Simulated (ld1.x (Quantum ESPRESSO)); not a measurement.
# Which change was made? (Ag, PAW)

silver (Ag), PAW, made with ld1.x (Quantum ESPRESSO) 7.5 (PBEsol, scalar-relativistic). Core [Kr], reference 4d10 5s0 5p0 (charge +1). Waves: 5s (bound, empty): rcut 2.35, rcutus 2.85 bohr; 5s channel at 0.1 Ry: rcut 2.35, rcutus 2.85 bohr; 5p (bound, empty): rcut 2.05, rcutus 2.25 bohr; 5p channel at 0.3 Ry: rcut 2.05, rcutus 2.25 bohr; 4d (bound): rcut 1.60, rcutus 1.95 bohr; 4d channel at 0.85 Ry: rcut 1.60, rcutus 1.95 bohr. Local part: all-electron potential smoothed inside 1.80 bohr (lloc = -1). Core correction: Bessel-smoothed model core inside 1.30 bohr. Augmentation charge: PSQ, inside the norm-conserving radii.

Cutoffs, loose and tight: the cutoffs (Ry, on a coarse ladder) from which the occupation-weighted sum of valence levels, in a spherical-Bessel basis at the reference potential, stays within 10 and 1 mRy of its value at 400 Ry. They do not see the model core or the augmentation charge, which bear on the density cutoff. Test errors are all-electron minus pseudo excitation energies from the reference, over the configurations 4d10 5s1 5p0; 4d9 5s0 5p0; 4d8 5s0 5p0; 4d9 5s1 5p0; 4d10 5s0 5p1; 4d9 5s1 5p1; 4d10 5s0.5 5p0; variants that change the core or the reference have their own tests. The largest error is taken over the tests solved by every variant that gives reliable tests at all, those not shown here included: 4d10 5s0 5p1; 4d8 5s0 5p0; 4d9 5s0 5p0.

The base gives: outcome: generated; cutoff, loose: 30 Ry; cutoff, tight: 50 Ry; bound ghosts: p, s; largest test error (meV): -369.

After one change the result is: outcome: generated; cutoff, loose: 18 Ry; cutoff, tight: 25 Ry; bound ghosts: none; largest test error (meV): -481. Which change was it?
A. waves 5p (bound): rcut 2.05, rcutus 2.38 bohr; 5p channel at 0.3 Ry: rcut 2.05, rcutus 2.38 bohr
B. all radii but the core radius scaled by about 1.31 (s 3.74, p 2.96, d 2.56 bohr, rcut 3.08/2.68/2.10); local potential all-electron potential smoothed inside 2.36 bohr (lloc = -1)
C. waves 5s (bound): rcut 1.78, rcutus 1.88 bohr; 5s channel at 0.1 Ry: rcut 1.78, rcutus 1.88 bohr

B. The others give: waves 5s (bound): rcut 1.78, rcutus 1.88 bohr; 5s channel at 0.1 Ry: rcut 1.78, rcutus 1.88 bohr → outcome: generated, overlap not positive; bound ghosts: p (s not tested, overlap not positive); largest test error (meV): -369 | waves 5p (bound): rcut 2.05, rcutus 2.38 bohr; 5p channel at 0.3 Ry: rcut 2.05, rcutus 2.38 bohr → outcome: generated; cutoff, loose: 30 Ry; cutoff, tight: 50 Ry; bound ghosts: s; largest test error (meV): -369. A file whose overlap is not positive is unfit for use, and its test errors describe a broken file.
